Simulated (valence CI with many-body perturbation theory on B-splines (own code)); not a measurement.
**Sb XXIX: E2, M1 decay**

Level of theory: relativistic CI+MBPT: five valence electrons over a frozen Dirac-Fock core [Ar], a basis of 7 s, 7 p, 8 d, 6 f, 4 g, 1 h functions for each j, with the one-electron correlation potential Σ1, the two-electron term Σ2, the three-electron term Σ3, Breit, model QED; selected CI, second order for the rest, scaled by the run's own slope (own B-spline code, finite nucleus).

The last digits are not significant, and no measured levels were compared; by estimate large intervals hold to a few tenths of a per cent, small ones and those within an open d or f shell to about a per cent. Only levels of the ground parity were solved; by the run's estimate the other parity begins above the list, which can be wrong where configurations are misplaced.

Lines 1 to 50 of 120 in falling wavelength, among levels below 569250 cm⁻¹, chosen from the decays that carry over 1 % of a level's rate. Wavelengths and rates use the calculated energies. Electric multipoles are in the length gauge, E1 and E2 with the static RPA response of the core. Weak lines are less certain than strong ones. Lines between different terms over intervals too small for the method are left out, as are lines whose strength nearly cancels. Branching is blank where the lifetime is uncertain.

Names give the largest LS component (configuration and term), which can be under half, so a name can repeat, a term be missing and a line seem to break the LS rules; names also repeat where a configuration has a term twice. Letters in brackets count levels of one name in rising energy.

| λ vac (Å) | Upper | Lower | Type | A (s⁻¹) | Branch % |
| --- | --- | --- | --- | --- | --- |
| 15170 | 3d5 4G_11/2 | 3d5 4G_7/2 | E2 | 2.25e-08 |  |
| 8080 | 3d5 4G_9/2 | 3d5 4G_11/2 | M1 | 3.96e+01 | 20.4 |
| 5272 | 3d5 4G_9/2 | 3d5 4G_7/2 | M1 | 1.54e+02 | 79.5 |
| 4782 | 3d5 2D_3/2 [b] | 3d5 4F_5/2 | M1 | 1.40e+02 | 1.2 |
| 4574 | 3d5 2I_13/2 | 3d5 2I_11/2 | M1 | 8.36e+01 | 6.1 |
| 3977 | 3d5 4P_1/2 | 3d5 4P_3/2 | M1 | 6.64e+02 | 100.0 |
| 3501 | 3d5 2D_3/2 [a] | 3d5 2D_5/2 [a] | M1 | 2.91e+02 | 5.4 |
| 2762 | 3d5 2G_7/2 [a] | 3d5 2F_5/2 [b] | M1 | 2.49e+02 | 4.2 |
| 2652 | 3d5 4D_7/2 | 3d5 4G_9/2 | M1 | 1.92e+02 | 4.3 |
| 2626 | 3d5 4D_7/2 | 3d5 4G_5/2 | M1 | 9.62e+02 | 21.5 |
| 2488 | 3d5 4F_3/2 | 3d5 2D_5/2 [a] | M1 | 6.83e+02 | 2.1 |
| 2347 | 3d5 2G_9/2 [a] | 3d5 4D_7/2 | M1 | 7.14e+02 | 10.5 |
| 2247 | 3d5 2H_9/2 | 3d5 2G_9/2 [a] | M1 | 6.84e+02 | 2.8 |
| 2214 | 3d5 4G_7/2 | 3d5 2F_5/2 [a] | M1 | 1.66e+03 | 48.1 |
| 2024 | 3d5 4P_3/2 | 3d5 2F_5/2 [a] | M1 | 1.15e+03 | 6.0 |
| 1930 | 3d5 4F_7/2 | 3d5 4F_5/2 | M1 | 8.28e+02 | 2.7 |
| 1800 | 3d5 2G_9/2 [b] | 3d5 2G_7/2 [a] | M1 | 7.78e+02 | 5.6 |
| 1791 | 3d5 2G_7/2 [a] | 3d5 2G_9/2 [a] | M1 | 1.98e+02 | 3.3 |
| 1785 | 3d5 2D_3/2 [b] | 3d5 2F_5/2 [b] | M1 | 1.79e+02 | 1.6 |
| 1764 | 3d5 4D_7/2 | 3d5 4G_7/2 | M1 | 1.75e+03 | 39.0 |
| 1690 | 3d5 2D_5/2 [a] | 3d5 4P_3/2 | M1 | 2.17e+02 | 1.2 |
| 1656 | 3d5 2H_9/2 | 3d5 2F_7/2 [a] | M1 | 3.44e+02 | 1.4 |
| 1612 | 3d5 4F_5/2 | 3d5 2D_3/2 [a] | M1 | 1.78e+03 | 5.9 |
| 1612 | 3d5 4F_7/2 | 3d5 2H_9/2 | M1 | 1.66e+03 | 5.5 |
| 1607 | 3d5 2F_5/2 [b] | 3d5 4D_7/2 | M1 | 1.02e+03 | 4.5 |
| 1597 | 3d5 2D_3/2 [a] | 3d5 4P_1/2 | M1 | 1.76e+02 | 3.2 |
| 1577 | 3d5 2D_5/2 [a] | 3d5 4G_7/2 | M1 | 2.74e+03 | 14.6 |
| 1572 | 3d5 4D_1/2 | 3d5 4P_1/2 | M1 | 6.59e+03 | 51.9 |
| 1569 | 3d5 2F_7/2 [b] | 3d5 2F_5/2 [b] | M1 | 5.49e+02 | 2.5 |
| 1568 | 3d5 4G_5/2 | 3d5 2F_5/2 [a] | M1 | 7.97e+03 | 68.0 |
| 1552 | 3d5 2F_7/2 [a] | 3d5 4G_9/2 | M1 | 3.02e+03 | 47.1 |
| 1550 | 3d5 2I_11/2 | 3d5 4G_9/2 | M1 | 1.13e+03 | 15.3 |
| 1543 | 3d5 2F_7/2 [a] | 3d5 4G_5/2 | M1 | 8.54e+02 | 13.3 |
| 1495 | 3d5 2G_9/2 [b] | 3d5 2H_9/2 | M1 | 4.15e+03 | 29.9 |
| 1440 | 3d5 2H_11/2 | 3d5 2H_9/2 | M1 | 1.45e+03 | 4.2 |
| 1416 | 3d5 4F_5/2 | 3d5 2F_7/2 [a] | M1 | 5.46e+03 | 18.1 |
| 1409 | 3d5 2F_5/2 [c] | 3d5 4F_3/2 | M1 | 3.76e+03 | 9.6 |
| 1402 | 3d5 2D_3/2 [b] | 3d5 4F_3/2 | M1 | 3.09e+03 | 27.3 |
| 1395 | 3d5 2G_7/2 [a] | 3d5 2F_7/2 [a] | M1 | 2.04e+03 | 34.0 |
| 1363 | 3d5 2D_3/2 [a] | 3d5 4G_5/2 | M1 | 1.19e+03 | 21.8 |
| 1347 | 3d5 4F_3/2 | 3d5 4P_1/2 | M1 | 1.07e+03 | 3.2 |
| 1300 | 3d5 2I_11/2 | 3d5 4G_11/2 | M1 | 6.24e+03 | 84.7 |
| 1220 | 3d5 2D_3/2 [b] | 3d5 4D_1/2 | M1 | 5.80e+02 | 5.1 |
| 1200 | 3d5 2F_7/2 [b] | 3d5 2G_9/2 [a] | M1 | 8.95e+02 | 4.2 |
| 1199 | 3d5 2F_7/2 [a] | 3d5 4G_7/2 | M1 | 1.37e+03 | 21.4 |
| 1176 | 3d5 4F_3/2 | 3d5 4G_5/2 | M1 | 4.29e+02 | 1.3 |
| 1165 | 3d5 2F_5/2 [a] | 3d5 6S_5/2 | M1 | 9.38e+03 | 100.0 |
| 1151 | 3d5 4F_7/2 | 3d5 2F_5/2 [b] | M1 | 4.32e+03 | 14.3 |
| 1148 | 3d5 2H_9/2 | 3d5 4D_7/2 | M1 | 1.27e+03 | 5.2 |
| 1127 | 3d5 4D_1/2 | 3d5 4P_3/2 | M1 | 6.12e+03 | 48.1 |
